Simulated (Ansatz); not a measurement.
Basis sets compared for `O[Si](O)(O)CCCCc1c(F)c(F)c(F)c(F)c1F`. Total charge 0; singlet. Geometry r2SCAN-D4/def2-SVP. Ansatz on 2 threads of AMD EPYC 7R13 on a shared host and a share (18 GiB) of an NVIDIA H100 80GB HBM3; times are rough, and most runs start from earlier orbitals.

```xyz
30

O    -1.585    2.217    4.016
Si    0.020    2.301    3.604
O     0.451    3.868    3.972
O     0.849    1.162    4.477
C     0.343    1.873    1.823
C    -0.158    0.475    1.443
C     0.075    0.126   -0.024
C    -0.417   -1.283   -0.378
C    -0.199   -1.623   -1.825
C    -1.167   -1.345   -2.796
F    -2.332   -0.803   -2.431
C    -0.964   -1.622   -4.149
F    -1.909   -1.355   -5.046
C     0.250   -2.177   -4.561
F     0.459   -2.442   -5.845
C     1.241   -2.459   -3.618
F     2.397   -2.988   -4.008
C     1.008   -2.170   -2.272
F     1.976   -2.438   -1.391
H    -2.025    3.070    4.114
H     1.352    4.134    3.758
H     0.609    1.095    5.409
H    -0.134    2.639    1.183
H     1.430    1.948    1.626
H    -1.238    0.399    1.670
H     0.338   -0.276    2.084
H    -0.439    0.862   -0.670
H     1.152    0.203   -0.261
H     0.109   -2.023    0.247
H    -1.492   -1.367   -0.149
```

Single mean-field runs in def2-TZVP are fitted with def2-universal-jkfit.

Binding counts from free atoms (O triplet, Si triplet, C triplet, F doublet, H doublet) in the same basis, without a counterpoise term.

```json
{"level": "PBE-D4/def2-SVP", "functions": "325", "energy (Eh)": "-1399.9497", "HOMO (eV)": "-6.00", "LUMO (eV)": "-1.39", "binding per atom (eV)": "4.88", "wall time": "4.1 s"}
{"level": "PBE0-D4/def2-SVP", "functions": "325", "energy (Eh)": "-1400.0088", "HOMO (eV)": "-7.38", "LUMO (eV)": "-0.72", "binding per atom (eV)": "4.74", "wall time": "5.5 s"}
```

(1) Estimate the rows for PBE-D4/def2-TZVP (with forces), PBE0-D4/def2-TZVP (with forces).

Answers

(1) 
```json
{"level": "PBE-D4/def2-TZVP (with forces)", "functions": "661", "energy (Eh)": "-1401.3701", "HOMO (eV)": "-6.16", "LUMO (eV)": "-1.55", "binding per atom (eV)": "4.82", "wall time": "6.5 s"}
{"level": "PBE0-D4/def2-TZVP (with forces)", "functions": "661", "energy (Eh)": "-1401.4215", "HOMO (eV)": "-7.41", "LUMO (eV)": "-0.76", "binding per atom (eV)": "4.69", "wall time": "7 s"}
```
